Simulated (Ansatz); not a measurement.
Program: Ansatz. Geometries: PBE0-D4/def2-TZVP. ΔE: electronic, gas phase. CCSD(T)/CBS is the MP2 limit (def2-TZVPP, def2-QZVPP) plus CCSD(T) − MP2 in def2-TZVPP, frozen cores. This one scheme is used for every species. Functionals use def2-TZVPP. B3LYP here is the variant with VWN-RPA as its local correlation; programs differ in this. One conformer a species, not always the lowest.

Consider the formal exchange of groups at the Al–Si bond: `C[SiH]([AlH2])O[SiH3]` + `CC1=C[SiH2]1` → `CC1=C[SiH]1[AlH2]` + `C[SiH2]O[SiH3]`.

```
             level  ΔE (kJ/mol)  difference from CCSD(T)/CBS
            PBE-D4        -26.7                         -0.1
         r2SCAN-D4        -29.2                         -2.6
           PBE0-D4        -25.4                          1.2
          B3LYP-D4        -25.0                          1.6
           ωB97X-V        -22.4                          4.2
           ωB97M-V        -24.7                          1.9
            B2PLYP        -28.2                         -1.6
               PBE        -28.0                         -1.4
            r2SCAN        -29.6                         -3.0
              PBE0        -26.6                          0.0
             B3LYP        -27.1                         -0.5
     HF/def2-TZVPP        -22.1                          4.5
    MP2/def2-TZVPP        -30.5                         -3.9
SCS-MP2/def2-TZVPP        -28.4                         -1.8
   CCSD/def2-TZVPP        -25.2                          1.4
CCSD(T)/def2-TZVPP        -27.2                         -0.6
     HF/def2-QZVPP        -22.1                          4.5
    MP2/def2-QZVPP        -30.2                         -3.6
SCS-MP2/def2-QZVPP        -28.1                         -1.5
      HF/CBS(def2)        -22.2                          4.4
     MP2/CBS(def2)        -29.9                         -3.3
    CCSD/CBS(def2)        -24.6                          2.0
       CCSD(T)/CBS        -26.6                            0
```

Largest T1 diagnostic among the species: 0.014.

In def2-TZVPP, CCSD(T) changes the Hartree–Fock value by −5.2 kJ/mol (the triples alone add −2.0 kJ/mol) and MP2 by −8.5 kJ/mol.
